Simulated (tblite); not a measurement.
A tight-binding relaxation on `CCCC[N](N)[GeH3]`.

Computed with GFN2-xTB geometry optimisation, gas phase (tblite 0.8.0). Start geometry: from a force field or distance geometry. The input is one job of a driver script: a line of settings, then coordinates in Å.

Command:
```bash
OMP_NUM_THREADS=1 python probes_run.py task.json out
```

Input:
```
{"job": {"kind": "relax", "xc": "GFN2-xTB", "basis": "xTB"}, "charge": 0, "multiplicity": 1}
C     -2.327900     0.175600    -0.849300
C     -1.918400    -0.910400     0.117400
C     -0.399300    -1.045000     0.245500
C      0.113700     0.291400     0.721700
N      1.541200     0.314500     0.896600
N      1.868500     1.599300     1.341200
Ge     2.510500    -0.257700    -0.564300
H     -2.214300     1.192000    -0.421900
H     -1.744000     0.149200    -1.788100
H     -3.418600    -0.003000    -1.035300
H     -2.372900    -0.713500     1.108400
H     -2.318400    -1.861100    -0.297700
H     -0.232500    -1.784200     1.069000
H      0.079600    -1.365300    -0.698900
H     -0.213500     1.161600     0.131100
H     -0.329600     0.446900     1.768000
H      1.062000     1.932500     1.923800
H      1.855100     2.213600     0.491000
H      2.159600    -1.754600    -0.880600
H      4.015700    -0.312300    -0.117900
H      2.274500     0.547400    -1.850900
```

Output:
```
step      E/eV     max force
  0    -636.90272    1.884
  1    -637.11916    0.977
  2    -637.22015    0.654
  3    -637.27433    0.585
  4    -637.32381    0.664
  5    -637.36738    0.536
  6    -637.40818    0.522
  7    -637.43997    0.459
  8    -637.47026    0.489
  9    -637.49324    0.365
... (83 lines left out)
 93    -637.72371    0.022
 94    -637.72376    0.017
 95    -637.72380    0.010
 96    -637.72382    0.011
 97    -637.72383    0.010
 98    -637.72386    0.011
 99    -637.72389    0.012
100    -637.72391    0.011
101    -637.72393    0.012
102    -637.72395    0.009
```

«max force» is the largest atomic force in eV/Å.

**Question.** From which step on does the largest force stay under 0.1 eV/Å, and how much energy is left to gain from there?

**Answer.** From step 44 (0.085 eV/Å), 17.6 meV above the end.

Summary of the converged run: energy lowered by 18.9 kcal/mol over 102 steps; largest atomic force 0.009 eV/Å at the end.

**Question.** Where do the atoms end?

**Answer.** 0.365 Å rms from the input after alignment:
```
atom  x, y, z in Å
C1    -2.6432    0.0368   -0.8855
C2    -1.9948   -0.9323    0.0970
C3    -0.4687   -0.8646    0.0891
C4     0.0835    0.4356    0.6521
N5     1.5261    0.3749    0.7683
N6     2.1030    1.5651    1.3020
Ge7    2.6647   -0.3532   -0.4676
H8    -2.4284    1.0680   -0.6175
H9    -2.2752   -0.1413   -1.8935
H10   -3.7228   -0.0948   -0.8880
H11   -2.3613   -0.7267    1.1056
H12   -2.2956   -1.9498   -0.1629
H13   -0.0636   -1.6839    0.6879
H14   -0.1054   -0.9872   -0.9365
H15   -0.2227    1.2859    0.0191
H16   -0.3333    0.6054    1.6564
H17    1.8312    1.6456    2.2817
H18    1.7387    2.3905    0.8200
H19    2.3557   -1.8105   -0.6014
H20    4.0048   -0.1185    0.1256
H21    2.5984    0.2717   -1.8431
```

Time: 0.74 s wall. Hardware: Arm Neoverse V1, one thread, shared host with 32 logical CPUs at a one-minute load of 13.
Labels such as C1 count atoms from 1, the log's own numbers from 0.
